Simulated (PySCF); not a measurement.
PySCF input:

```python
from pyscf import gto, scf, dft

mol = gto.M(
    atom='''
    Al    1.04668160    0.24044427    0.15282659
    Cl   -0.52137777    1.19312956   -1.25033127
    Cl   -0.27902580   -1.37699871    1.13346388
    ''',
    basis='def2-tzvpd',
    charge=-1,
    spin=0,
    verbose=4,
)

mf = dft.RKS(mol, xc='tpssh').density_fit(auxbasis='def2-universal-jkfit')
mf.grids.level = 3
mf.conv_tol = 1e-9
mf.max_cycle = 100
mf.max_memory = 1500
mf.kernel()
if not mf.converged:
    mf = mf.newton()
    mf.kernel(mf.make_rdm1())
mf.analyze()
```

### Question
Predict the final energy.

### Answer
-1163.08896 Eh (TPSSh/def2-TZVPD).
